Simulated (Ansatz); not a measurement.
Ansatz (a program for electronic structure) input (B3LYP/6-31G* with LANL2DZ past Ar): The .json file joins the Basis Set Exchange's 6-31G* for atoms up to Ar and LANL2DZ past it.

Ansatz 0.2 input:
```yaml
crystal:
  periodic: [false, false, false]
  atoms:
    - {symbol: Sr, position_ang: [-0.00000000, -0.00000000, -0.38660307]}
    - {symbol: F, position_ang: [0.00000000, 0.00000000, 1.63232406]}
basis:
  gaussian:
    orbitals: 6-31Gs+LANL2DZ.json
hamiltonian:
  xc: {name: B3LYP}
total_charge: 1
relax: {f_tol: 0.003, max_steps: 120}
```

Problem. What final total energy does it give?

Solution. -130.06049 Eh.
